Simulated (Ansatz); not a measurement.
One change: `F[CH]([SiH3])[AlH][SH]` becomes `F[CH]([SiH3])[GaH2]`.

Ansatz, PBE0-D4/def2-TZVP geometries, multiplicity 1. Each molecule was computed in one conformer, which needn't be the lowest.

Scalar relativity is left out up to krypton.

```csv
property,`F[CH]([SiH3])[AlH][SH]`
size of the dipole moment (B3LYP/def2-TZVPP) / D,1.58
size of the dipole moment (ωB97M-V/def2-TZVPP) / D,1.60
HOMO energy (B3LYP/def2-TZVPP) / eV,-7.58
HOMO–LUMO gap (ωB97M-V/def2-TZVPP) / eV,10.32
HOMO–LUMO gap (PBE0/def2-TZVPP) / eV,6.50
HOMO energy (PBE/def2-TZVPP) / eV,-6.54
```

(1) Give the same properties after the change, and the shifts. (Best estimate.)

## Answers

(1) Ansatz gave: 
```tsv
property	`F[CH]([SiH3])[GaH2]`	shift
size of the dipole moment (B3LYP/def2-TZVPP) / D	1.36	-0.22
size of the dipole moment (ωB97M-V/def2-TZVPP) / D	1.38	-0.22
HOMO energy (B3LYP/def2-TZVPP) / eV	-7.45	0.13
HOMO–LUMO gap (ωB97M-V/def2-TZVPP) / eV	9.74	-0.58
HOMO–LUMO gap (PBE0/def2-TZVPP) / eV	5.87	-0.63
HOMO energy (PBE/def2-TZVPP) / eV	-6.36	0.18
```

With PBE0 the HOMO rises by 0.17 eV and the LUMO falls by 0.46 eV, so the gap narrows by about 0.63 eV. PBE moves the HOMO by 0.18 eV and ωB97M-V by 0.17 eV. Dipoles are sizes alone; their direction can turn.

B3LYP here is the variant with VWN-RPA as its local correlation; programs differ in this.
